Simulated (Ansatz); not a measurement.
## Energy profile

The step: GaCl₃ ([Cl][Ga]([Cl])[Cl]) + H₂ → GaHCl₂ ([Cl][GaH][Cl]) + HCl (still joined by a long Ga–Cl bond); bonds formed: Ga1–H6, Cl2–H5; bonds broken: H5–H6; bonds weakened to dative contacts: Ga1–Cl2 (atoms numbered as in the saddle structure below).

```tsv
atom	x (Å)	y (Å)	z (Å)
Ga1	-0.2041	0.4365	-0.2257
Cl2	1.4067	-1.3541	-0.0471
Cl3	-1.4132	0.1563	-1.9434
Cl4	0.7110	2.2865	0.2557
H5	0.2013	-1.0701	0.8422
H6	-0.7016	-0.4550	1.1185
```

Electronic energies by CCSD(T) at an estimated basis limit (MP2 extrapolated from triple and quadruple zeta, plus CCSD(T) − MP2 in triple zeta), on PBE0-D4/def2-TZVP structures; GaH$_{2}$Cl$_{3}$, closed shell; no counterpoise correction. Program: Ansatz 0.2.0. Basis: def2-TZVPP and def2-QZVPP. Cores are frozen in the correlated methods. Filled d shells of the heavier atoms are correlated. The def2 sets are not built for correlating such inner shells, so the correlated values are less sure here. Extrapolation: Hartree–Fock as exp(−7.88 √X), correlation as X^−2.97.

(1) Give the profile in kJ/mol, counted from the separated reactants. (To be estimated.)

The T1 diagnostic stays at or below 0.012.

Answers

(1) By the calculation:
```csv
point,kJ/mol
"separated: GaCl$_{3}$ (linked as [Cl][Ga]([Cl])[Cl]; Ga1, Cl2, Cl3, Cl4; singlet) + H$_{2}$ (H5, H6; singlet)",0.0
start structure,-6.5
saddle,136.5
end structure,56.0
"separated: GaHCl$_{2}$ (linked as [Cl][GaH][Cl]; Ga1, Cl3, Cl4, H6; singlet) + HCl (Cl2, H5; singlet)",83.5
```

For scale, one of the runs: CCSD(T)/def2-TZVPP, 202 basis functions, launched by `ansatz run in.yaml --threads 4 --pin off --events-out ev --progress --plain --max-ram 9574MiB`. The run took 68 s on 4 CPU threads of an Arm Neoverse V1 (shared host), with 2.3 GiB of host memory at its peak.
